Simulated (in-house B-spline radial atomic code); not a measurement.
Sr²⁺. Computed with a B-spline radial atomic code. Model: non-relativistic spherical atom: semilocal Troullier-Martins pseudo-atom, one channel per l, against all electrons, high spin, G0W0 and RPA with empty states to l = 8, local potential for every l without a channel, a model core (radius 0 = none) keeps its share of the functional.

Without relativity these are model numbers for so heavy an element.

What the tables leave out is listed at the end.

The pseudopotential gives back the lowest level of each angular momentum of its own functional in the configuration it was made in; a second state of the same l is only approximately right. Exact exchange, RPA and GW see the smooth pseudo-orbitals and miss the exchange with the core, for which the functional's share stands in. The column with an uncorrelated core keeps all orbitals and exact exchange, and so separates missing core correlation from pseudisation. Only the three outermost levels and the lowest empty one were computed. RPA here is direct RPA, with no exchange kernel, and its energies carry an (l + 1/2)⁻⁴ tail. A hybrid on a potential with a model core restores only its own semilocal share of the core's exchange.

Command:
```bash
python run_psgw.py task.json out
```
Settings (lengths in bohr, energies in hartree):
```
Z                      38
electrons              36
configuration          [Ar] 3d10 4s2 4p6
generated_in           [Ar] 3d10 4s2 4p6
functional             lda,vwn
core_shells            5
radius_factor          1
core_correction        False
```

Run time, properties included: 16 s on 1 thread of Intel(R) Xeon(R) Platinum 8488C (Sapphire Rapids), with other jobs on the host.

Given: made with LDA VWN5; model core radius 0 bohr; local radius 1.158 bohr; mean-field start LDA VWN5.

Valence shells of the generating configuration: 3d, 4s, 4p.

Channel: s 1.203, p 1.33, d 1.128 (radii in bohr).

Computed: largest level miss in the spin-unpolarised generating configuration 0 eV; valence RPA correlation energy pseudo -1.2858 hartree; all-electron RPA polarisability, core included 5.4489 bohr³; pseudo-atom RPA polarisability 5.2749 bohr³.

```json
{"level": "4p", "occupied": "1", "mean-field all-electron (eV)": "-36.593", "mean-field pseudo minus all (eV)": "0", "G0W0 all-electron (eV)": "-43.115", "G0W0 uncorrelated core minus all (eV)": "-0.052", "G0W0 pseudo minus all (eV)": "-0.7", "exchange self-energy all-electron (eV)": "-27.615", "exchange self-energy pseudo (eV)": "-25.496"}
{"level": "3d", "occupied": "1", "mean-field all-electron (eV)": "-144.96", "mean-field pseudo minus all (eV)": "0", "G0W0 all-electron (eV)": "-159.45", "G0W0 uncorrelated core minus all (eV)": "-0.785", "G0W0 pseudo minus all (eV)": "8.069", "exchange self-energy all-electron (eV)": "-92.455", "exchange self-energy pseudo (eV)": "-58.741"}
```

Problem. What is the valence RPA correlation energy all-electron orbitals?

Solution. -1.1463 hartree.

Given: mean-field start PBE0.

Computed: valence RPA correlation energy all-electron orbitals -1.0987 hartree; valence RPA correlation energy pseudo -1.25 hartree; pseudo-atom RPA polarisability 4.7866 bohr³.

```csv
level,occupied,mean-field all-electron (eV),mean-field pseudo minus all (eV),G0W0 all-electron (eV),G0W0 uncorrelated core minus all (eV),G0W0 pseudo minus all (eV),exchange self-energy all-electron (eV),exchange self-energy pseudo (eV)
4p,1,-38.391,-0.155,-43.257,-0.047,-0.623,-27.465,-25.628
5s (empty),0,-12.546,-0.033,-10.838,-0.004,-0.065,-1.8664,-1.5487
```

Problem. What is the all-electron RPA polarisability, core included?

Solution. 5.0125 bohr³.

Given: mean-field start Hartree-Fock.

Computed: valence RPA correlation energy pseudo -1.1576 hartree; all-electron RPA polarisability, core included 4.1628 bohr³; pseudo-atom RPA polarisability 3.799 bohr³.

```json
{"level": "4p", "occupied": "1", "mean-field all-electron (eV)": "-42.956", "mean-field pseudo minus all (eV)": "-0.726", "G0W0 all-electron (eV)": "-43.601", "G0W0 uncorrelated core minus all (eV)": "-0.037", "G0W0 pseudo minus all (eV)": "-0.307", "exchange self-energy all-electron (eV)": "-27.134", "exchange self-energy pseudo (eV)": "-26.082"}
{"level": "4s", "occupied": "1", "mean-field all-electron (eV)": "-64.641", "mean-field pseudo minus all (eV)": "-0.198", "G0W0 all-electron (eV)": "-61.891", "G0W0 uncorrelated core minus all (eV)": "-0.044", "G0W0 pseudo minus all (eV)": "-0.535", "exchange self-energy all-electron (eV)": "-34.727", "exchange self-energy pseudo (eV)": "-32.489"}
{"level": "5s (empty)", "occupied": "0", "mean-field all-electron (eV)": "-10.268", "mean-field pseudo minus all (eV)": "-0.026", "G0W0 all-electron (eV)": "-10.8", "G0W0 uncorrelated core minus all (eV)": "-0.001", "G0W0 pseudo minus all (eV)": "0.001", "exchange self-energy all-electron (eV)": "-1.2214", "exchange self-energy pseudo (eV)": "-1.0268"}
```

Problem. What is the valence RPA correlation energy all-electron orbitals?

Solution. -0.98782 hartree.

Among the listed levels the largest G0W0 shift of the pseudo-atom is +8.07 eV, for 3d on the LDA VWN5 start, while leaving the core uncorrelated moves that level by -0.79 eV. So pseudisation and the lost core exchange, not the missing core correlation, make the error. Not in the tables (levels of low weight, unsolved or above zero; the highest and the empty levels are kept at any weight): on LDA the G0W0 levels 4s (pseudo minus all -1.11 eV, weights 0.54 and 0.57); on PBE0 the G0W0 levels 4s (pseudo minus all -1.07 eV, weights 0.75 and 0.72), 3d (pseudo minus all +8.89 eV, weights 0.73 and 1.70); on Hartree-Fock the G0W0 levels 3d (pseudo minus all +10.81 eV, weights 0.74 and 0.28).
